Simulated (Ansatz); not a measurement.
Reaction (ligand exchange at a Ge–O bond): `C[O][Ge][F]` + H–F → `[F][Ge][F]` + CH₃OH

Gas-phase electronic energies from Ansatz, PBE0-D4/def2-TZVP geometries. CBS: MP2 limit from def2 TZ/QZ plus the TZ coupled-cluster correction, frozen cores. This one scheme is used for every species. Functionals use def2-TZVPP. For Ge outer-core shells are correlated without core-valence functions, which leaves a few kJ/mol of doubt a bond. Scalar relativity is left out up to krypton. One conformer a species, not always the lowest.

`C[O][Ge][F]`:

```xyz
7

C     0.640    0.409   -0.315
O    -0.488    0.742    0.468
Ge   -1.775   -0.315    1.050
F    -1.211   -1.844    0.363
H     0.675   -0.657   -0.553
H     0.612    0.983   -1.245
H     1.547    0.683    0.232
```

H–F:

Z-matrix (Å, degrees):
```
F
H 1 0.920
```

`[F][Ge][F]`:

```xyz
3

F     0.452   -0.348    1.240
Ge    0.216   -0.564   -0.475
F    -0.668    0.912   -0.764
```

CH₃OH:

Z-matrix (Å, degrees):
```
C
O 1 1.409
H 1 1.097 2 112.4
H 1 1.090 2 107.0 3 -118.5
H 1 1.097 2 112.4 3 123.0
H 2 0.959 1 108.5 3 -61.6
```

| species | ωB97M-V energy (Eh) |
| --- | --- |
| `C[O][Ge][F]` | -2291.95405 |
| H–F | -100.46072 |
| `[F][Ge][F]` | -2276.70687 |
| CH₃OH | -115.71773 |

(1) Work out ΔE.

Largest T1 diagnostic among the species: 0.015.

Results:

(1) ΔE = (-2276.70687) + (-115.71773) − (-2291.95405) − (-100.46072) = -0.00983 Eh = -25.8 kJ/mol. CCSD(T)/CBS gives -16.6 kJ/mol.

Leaving LDA and LC-ωPBE aside and taking each functional with its dispersion term where it has one, the values, not all of them listed here, spread over 8.3 kJ/mol, from B97M-V to PBE-QIDH. LDA lies +10.7 kJ/mol from PBE without D4. At CCSD(T), def2-SVP lies −4.3 kJ/mol from the extrapolated value and def2-TZVPP −0.5 kJ/mol. In def2-TZVPP, CCSD(T) changes the Hartree–Fock value by +17.3 kJ/mol (the triples alone add +2.9 kJ/mol) and MP2 by +21.1 kJ/mol.
